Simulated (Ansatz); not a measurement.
Consider the ligand exchange at the Al–C bond: `[CH3][Al]([CH3])[Cl]` + H₂S → `[CH3][Al]([SH])[Cl]` + CH₄.

Computed with Ansatz on PBE0-D4/def2-TZVP structures; ΔE is electronic, products minus reactants. CCSD(T)/CBS adds triple-zeta CCSD(T) − MP2 to the extrapolated MP2 energy (def2 sets, frozen cores). This one scheme is used for every species. Functionals use def2-TZVPP. One conformer a species, not always the lowest.

```tsv
species	r2SCAN-D4 energy (Eh)
`[CH3][Al]([CH3])[Cl]`	-782.49009
H₂S	-399.37429
`[CH3][Al]([SH])[Cl]`	-1141.41101
CH₄	-40.50108
```

(1) Work out ΔE.

Largest T1 diagnostic among the species: 0.010.

Results:

(1) ΔE = (-1141.41101) + (-40.50108) − (-782.49009) − (-399.37429) = -0.04771 Eh = -125.3 kJ/mol. CCSD(T)/CBS gives -122.0 kJ/mol.

Leaving LDA and LC-ωPBE aside and taking each functional with its dispersion term where it has one, the values, not all of them listed here, spread over 6.8 kJ/mol, from r2SCAN0-D4 to ωB97M-V. From BLYP to BHLYP (50 % exact exchange), in def2-TZVPP and without D4, ΔE moves by −4.2 kJ/mol.
